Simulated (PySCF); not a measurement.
Compound: CH₁₁AsSi₃.
Geometry (PBE0-D3(BJ)/def2-SVP, Å), atoms numbered from 1 in this order:
```xyz
16
CH11AsSi3 angstrom
C     -2.6416   -0.7076    0.3800
Si    -1.3743    0.6170   -0.0332
As     0.4999    0.3717    1.3978
Si     1.3179   -1.5457    0.2849
Si     1.8677    1.8568    0.1728
H     -3.5454   -0.5823   -0.2360
H     -2.2334   -1.7121    0.1903
H     -2.9318   -0.6482    1.4397
H     -1.9351    1.9825    0.2096
H     -0.9734    0.5275   -1.4737
H      1.2857   -1.4102   -1.2055
H      0.4786   -2.7203    0.6738
H      2.7263   -1.7951    0.7172
H      3.2811    1.6835    0.6261
H      1.8035    1.6265   -1.3044
H      1.4292    3.2550    0.4640
```

Lines to be assigned: C 1s: 290.26 eV; Si 1s: 1846.16 (area 1), 1846.30 (area 2) eV; Si 2p3/2: 106.37 (area 1), 106.54 (area 2) eV.

Computed, not measured: PySCF, delta-SCF UKS SCAN, pcX-2 on the ionised atom, pcseg-1 elsewhere, spin-free X2C. Geometry: PBE0-D3(BJ)/def2-SVP, one conformer, isolated molecule.

(1) Assign the Si 2p3/2 lines to atoms.

## Answers

(1) 106.37 eV: Si2 (SiH2 silicon); 106.54 eV: Si4/Si5 (SiH3 silicon). The 2 Si 2p3/2 values lie within 0.17 eV of each other.

Bonded neighbours of each site: C1: 3 H and Si; Si2: C, 2 H and As; Si4/Si5: 3 H and As.

Which photon wavelength matches the Si 2p3/2 of Si4/Si5 threshold?

λ = hc/E = 12398.42 eV Å / 106.54 eV = 116.373 Å.

One atom of each set of topologically equivalent atoms was ionised and stands for the set; in this conformer not all members are related by symmetry, and their own values weren't computed. Spin–orbit coupling isn't in the SCF: each 2p doublet comes from a relaxed spin-free hole plus a matrix of the shell (mean-field spin–orbit coupling and the ground-state 2p splitting), with 2p3/2 averaged over its two sublevels. 2p1/2 minus 2p3/2 (ligand field included): Si 0.62 eV. No level of arsenic is listed.
